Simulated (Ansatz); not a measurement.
CH4BFN2, SMILES `N=C(N)BF`, charge 0, multiplicity 1.

Give a relaxed structure at PBE0-D4/def2-TZVP (the Gaussian-basis code of Ansatz). (An estimate is asked.)

Ansatz gave: 
```xyz
9

N    -0.581    0.684   -1.342
C     0.015    0.168   -0.328
N     1.358    0.315   -0.165
B    -0.772   -0.655    0.752
F    -0.147   -1.084    1.836
H    -1.568    0.441   -1.319
H     1.784    0.080    0.712
H     1.849    0.943   -0.779
H    -1.939   -0.893    0.633
```
This is one stationary point; other conformers may exist.
